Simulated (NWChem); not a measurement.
Species: C2H5NSi; SMILES N#CC[SiH3]

```xyz
9

N      0.5018    -2.3465     0.0000
C     -0.1351    -1.3621     0.0000
C     -0.8749    -0.1114     0.0000
Si     0.2806     1.4242     0.0000
H     -1.5336    -0.0617    -0.8931
H     -1.5336    -0.0617     0.8931
H      1.1375     1.4004     1.2306
H     -0.5881     2.6503     0.0000
H      1.1375     1.4004    -1.2306
```
Atoms are numbered in this order, from 1.

Coordinates come from a PBE-D3(BJ)/def2-SVP optimisation. B3LYP is NWChem's, with the RPA form of VWN correlation.

Symmetry labels are those of Cs in the frame above (b1 and b2, or b-type labels, depend on it).

Problem. List the 4 lowest vertical singlet excitations from B3LYP/def2-SVPD, full TDDFT (NWChem).

Solution. 
```
state  energy (eV)  oscillator strength  symmetry  leading excitation (squared amplitude)
-----  -----------  -------------------  --------  --------------------------------------
S1            7.15                0.001        a"                    HOMO → LUMO+2 (0.84)
S2            7.40                0.005        a'                      HOMO → LUMO (0.82)
S3            7.46                0.058        a'                    HOMO → LUMO+1 (0.46)
S4            7.56                0.001        a"                  HOMO−1 → LUMO+1 (0.75)
```
